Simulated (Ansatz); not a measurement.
The cluster SiPt3, relaxed as a quintet with UKS PBE0-D4/def2-SVP in Ansatz, starting from the PBE0-D4/def2-SVP geometry of the neutral singlet. Force threshold 0.02 eV/Å.

In the def2 sets Pt takes a core potential; there is no spin–orbit coupling. At PBE0-D4/def2-SVP a singlet of charge 0 lies 0.83 eV below the quintet, each at its own geometry. The structure comes from a short search, and lower isomers may exist.

Start:

Cartesian coordinates in Å:
```
Pt -0.5591 0.8437 -1.2165
Pt -1.1492 -0.5497 0.9380
Pt 1.1280 0.7653 0.8041
Si 0.5803 -1.0593 -0.5256
```

Question: Estimate the energy that the relaxation releases and the steps that it takes.

Answer: 0.18 eV, in 4 steps; 27 s on 2 threads of Arm Neoverse V2 on a shared host. No frequencies were taken in this run, so the end may be a saddle point.

Question: Does the start keep its bonding and symmetry?

Answer: By distances, no bond broke or formed. The bond that changes most is Pt1–Pt2, from 2.63 to 2.74 Å (atoms count from 1). Point group C3v at the start, C3v at the end, both within 0.05 Å.

Question: Predict the relaxed structure.

Answer: 
```xyz
4

Pt   -0.5558    0.8311   -1.2860
Pt   -1.1692   -0.6162    0.9522
Pt    1.1963    0.7497    0.8126
Si    0.5287   -0.9646   -0.4788
```
Bond lengths (bridged metal pairs left out): 3 × Pt–Pt 2.74 Å; 3 × Pt–Si 2.25 Å.
